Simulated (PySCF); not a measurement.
A structure optimised at PBE-D3(BJ)/def2-SVP, used in a PySCF frequency run:

```
C
O 1 1.2376
N 1 1.3816 2 121.97
H 3 1.0178 1 123.17 2 -178.10
H 3 1.0195 4 118.99 1 -176.70
C 1 1.4638 2 122.23 3 179.78
H 6 1.0982 1 117.13 2 0.08
H 6 1.1016 7 119.47 1 179.96
```
Charge 0, spin multiplicity 2.

**Question.** Write its SMILES and formula.

**Answer.** [CH2]C(N)=O, C2H4NO

**Question.** What are its rotational constants (standard atomic weights)?

**Answer.** 11.033, 10.164, 5.2905 GHz
